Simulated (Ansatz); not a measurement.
**One elementary step**

Start structure (CH$_{6}$GaN, singlet), relaxed at PBE0-D4/def2-TZVP:

```tsv
atom	x (Å)	y (Å)	z (Å)
Ga1	-0.7376	0.1172	-0.0110
C2	0.9060	1.1866	-0.0761
N3	-0.5791	-1.6905	0.1112
H4	0.2984	-2.1808	0.1477
H5	-2.2043	0.6650	-0.0538
H6	1.7974	0.5586	-0.0358
H7	0.9409	1.7786	-0.9940
H8	0.9389	1.8879	0.7613
H9	-1.3603	-2.3225	0.1505
```

The step: CH₆GaN ([CH3][GaH][NH2]) → GaNH₂ ([NH][GaH]) + CH₄; bonds formed: C2–H4; bonds broken: Ga1–C2, N3–H4. Computed with Ansatz 0.2.0 (basis: def2-TZVPP and def2-QZVPP); correlated methods freeze the cores. Filled d shells of the heavier atoms are correlated. The def2 sets are not built for correlating such inner shells, so the correlated values are less sure here. Extrapolation: Hartree–Fock as exp(−7.88 √X), correlation as X^−2.97. Energies below are by CCSD(T) at an estimated basis limit (MP2 extrapolated from triple and quadruple zeta, plus CCSD(T) − MP2 in triple zeta).

Question: What are the electronic barrier and the energy of the step, from the start structure to the end structure? (An estimate is asked for; the value comes from the calculation.)

Answer: The calculation gives: Barrier 77.87 kcal/mol; step energy 50.14 kcal/mol (uphill); reverse barrier, their difference, 27.72 kcal/mol. Barrier and step energy count from the start structure, the reverse barrier from the end structure.

The saddle point: One imaginary mode of 1568i cm⁻¹.
| pair | start (Å) | saddle (Å) | end (Å) |
| --- | --- | --- | --- |
| C2–H4 | 3.43 | 1.35 | 1.09 |
| Ga1–C2 | 1.96 | 2.25 | 3.32 |
| N3–H4 | 1.01 | 1.41 | 2.72 |

Zero-point energy (harmonic, PBE0-D4): ZPE is 42.61 kcal/mol at the start and 38.74 kcal/mol at the saddle, so the barrier goes from 77.87 to 74.00 kcal/mol.

The T1 diagnostic stays at or below 0.023.

Labels in which every atom is bracketed show which atoms are joined, not bond orders.

For scale, one of the runs: CCSD(T)/def2-TZVPP, 194 basis functions, launched by `ansatz run in.yaml --threads 4 --pin off --events-out ev --progress --plain --max-ram 9574MiB`. Hardware: 4 CPU threads of an Arm Neoverse V2, shared host. Wall time 32 s; peak host memory 2.2 GiB.
